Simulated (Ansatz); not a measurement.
1-ethyl-3-methylimidazolium iodide, `CCn1cc[n+](C)c1.[I-]` was relaxed with PBE-D4 (def2-SVP) in Ansatz in these states: charge -1 doublet, neutral singlet. The geometries follow in no particular order.

In the def2 sets I takes a core potential; there is no spin–orbit coupling.

A:

```xyz
20

C     2.2447    1.6707   -0.3434
C     0.8782    2.1551    0.1588
N    -0.1426    1.1232    0.1641
C    -0.7307    0.6575   -1.0316
C    -1.1274   -0.6403   -0.8484
N    -0.7562   -1.0220    0.4270
C    -0.9098   -2.3430    0.9813
C    -0.0245    0.0105    1.0555
H     3.0209    2.4604   -0.2619
H     2.1779    1.3472   -1.4027
H     2.5530    0.7897    0.2574
H     0.9751    2.5481    1.1959
H     0.5073    3.0004   -0.4626
H    -0.8740    1.3180   -1.8940
H    -1.6739   -1.3481   -1.4989
H    -1.5291   -2.9610    0.2912
H    -1.4107   -2.2930    1.9761
H     0.0815   -2.8327    1.1278
H    -0.2685    0.1996    2.1311
I    -2.9909   -3.8405   -2.0229
```

B:

Cartesian coordinates in Å:
```
C -0.1542 2.4589 -1.2745
C -0.9350 1.8257 -0.1263
N -0.7094 0.3811 -0.0223
C -1.0060 -0.5621 -0.9969
C -0.4946 -1.7609 -0.5710
N 0.1006 -1.5440 0.6639
C 0.9746 -2.4609 1.3731
C 0.0544 -0.2106 0.9333
H -0.3178 3.5547 -1.2742
H -0.4840 2.0663 -2.2574
H 0.9294 2.2534 -1.1490
H -0.6175 2.2613 0.8408
H -2.0283 1.9953 -0.2246
H -1.5613 -0.3075 -1.9035
H -0.5134 -2.7503 -1.0363
H 0.8578 -3.4752 0.9520
H 0.7204 -2.4827 2.4503
H 2.0214 -2.0944 1.2482
H 0.3073 0.2405 1.8949
I 2.8556 0.6112 0.4795
```

Problem. Judge from the bond lengths which geometry belongs to which state (an estimate).

Solution. A is the charge -1 doublet (N3–C8 1.431 Å, N6–C8 1.413 Å, C8–H19 1.119 Å); B is the neutral singlet (N3–C8 1.359 Å, N6–C8 1.361 Å, C8–H19 1.092 Å).

At PBE-D4/def2-SVP the highest occupied level of the relaxed charge -1 doublet lies above zero (up to 1.18 eV). By energy differences its removal costs 0.37 eV (each at its own geometry, to the charge 0 singlet, at PBE0-D4/def2-TZVP).
